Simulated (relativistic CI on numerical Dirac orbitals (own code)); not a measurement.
# Ligand-field terms of d5

Computed with a parametric ligand-field model of a d^n configuration (Racah B and C, spin-orbit zeta, crystal field), exact diagonalisation.

Field parameters in Wybourne normalisation: Oh B⁴₀ = 21Dq, B⁴₄ = √(5/14) B⁴₀. The field is a parameter set, without covalency.

(1) Lowest levels for B = 660, C = 2530, ζ = 690 cm⁻¹, Oh, 10Dq = 39600 cm⁻¹?

(2) Lowest levels for B = 300, C = 1540, ζ = 660 cm⁻¹, Oh, 10Dq = 32050 cm⁻¹?

(3) Lowest levels for B = 400, C = 1450, ζ = 250 cm⁻¹, Oh, 10Dq = 12550 cm⁻¹?

(4) Lowest levels for B = 780, C = 3640, ζ = 660 cm⁻¹, Oh, 10Dq = 28050 cm⁻¹?

(5) Lowest levels for B = 570, C = 2290, ζ = 2250 cm⁻¹, Oh, 10Dq = 36650 cm⁻¹?

## Answers

(1) Γ7 0 (S 0.50), Γ8 1187 (S 0.50), Γ8 27678 (S 1.50), Γ7 27750 (S 1.50), Γ8 27986 (S 1.50), Γ6 28146 (S 1.50), Γ6 32863 (S 1.50), Γ8 32889 (S 1.50), Γ8 33080 (S 1.49) cm⁻¹, with S from ⟨S²⟩ = S(S + 1). The ground level has 0.03 electrons in the cubic e pair.

(2) Γ7 0 (S 0.50), Γ8 1096 (S 0.50), Γ8 25202 (S 1.50), Γ7 25312 (S 1.50), Γ8 25530 (S 1.50), Γ6 25707 (S 1.50), Γ6 27673 (S 1.50), Γ8 27721 (S 1.50), Γ8 27914 (S 1.49) cm⁻¹, with S from ⟨S²⟩ = S(S + 1). The ground level has 0.01 electrons in the cubic e pair.

(3) Γ7 0 (S 0.51), Γ8 451 (S 0.51), Γ8 5546 (S 1.96), Γ7 5562 (S 1.98), Γ8 5915 (S 1.50), Γ6 5964 (S 1.50), Γ8 6265 (S 2.13), Γ7 6276 (S 2.11), Γ6 8794 (S 1.50) cm⁻¹, with S from ⟨S²⟩ = S(S + 1). The ground level has 0.06 electrons in the cubic e pair.

(4) Γ7 0 (S 0.51), Γ8 1181 (S 0.51), Γ8 10532 (S 2.27), Γ7 10556 (S 2.28), Γ8 12255 (S 1.50), Γ6 12393 (S 1.50), Γ8 12615 (S 1.80), Γ7 12677 (S 1.79), Γ6 17798 (S 1.50) cm⁻¹, with S from ⟨S²⟩ = S(S + 1). The ground level has 0.06 electrons in the cubic e pair.

(5) Γ7 0 (S 0.53), Γ8 4019 (S 0.52), Γ8 26934 (S 1.50), Γ7 27815 (S 1.52), Γ8 28514 (S 1.49), Γ6 29158 (S 1.49), Γ6 32407 (S 1.48), Γ8 32646 (S 1.47), Γ8 33011 (S 1.43) cm⁻¹, with S from ⟨S²⟩ = S(S + 1). The ground level has 0.05 electrons in the cubic e pair.
